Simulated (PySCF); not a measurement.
A made-up structure of MgBH$_{3}$Te, closed shell:

| atom | x (Å) | y (Å) | z (Å) |
| --- | --- | --- | --- |
| B1 | -1.3406 | 0.5652 | -1.0836 |
| Mg2 | 0.2211 | 0.1177 | 0.5056 |
| Te3 | 2.0343 | -0.3929 | 2.3626 |
| H4 | 1.2852 | -1.2163 | 0.7209 |
| H5 | -2.1654 | 1.4311 | -0.9642 |
| H6 | 2.6407 | -1.5262 | 1.3094 |

It is relaxed with PBE-D4/def2-SVP and then PBE0-D4/def2-TZVP (PySCF 2.14 with density fitting (its default auxiliary sets; JK sets also for MP2 and CCSD(T))). Atoms count as bonded within 1.22 times the sum of their covalent radii (H–H: 0.88 Å). The end point is not checked to be a true minimum.

Question: Does its bonding change? (A judgement: the text doesn't fix the answer.)

Answer: The calculation gives: Yes. Formed: B1–H4; broken: Mg2–H4, Te3–H4.

Where it ends: The first stage lowers the energy by 4.95 eV in 36 steps. It ends as MgBH₃Te ([BH2][Mg][TeH]):
B1  (-1.128, -0.213, -0.429)
Mg2  (0.773, 0.137, 0.767)
Te3  (2.984, 0.547, 2.159)
H4  (-1.365, -1.246, -0.993)
H5  (-1.985, 0.620, -0.555)
H6  (3.454, -0.966, 1.658)
(Å)

Labels in which every atom is bracketed show which atoms are joined, not bond orders.

For scale, one of the runs: PBE0-D4/def2-TZVP relaxation, 131 basis functions, launched by `OMP_NUM_THREADS=2 python run.py`. Hardware: 2 CPU threads of an Intel Xeon, shared host. Wall time 88 s; peak host memory 1.3 GiB.
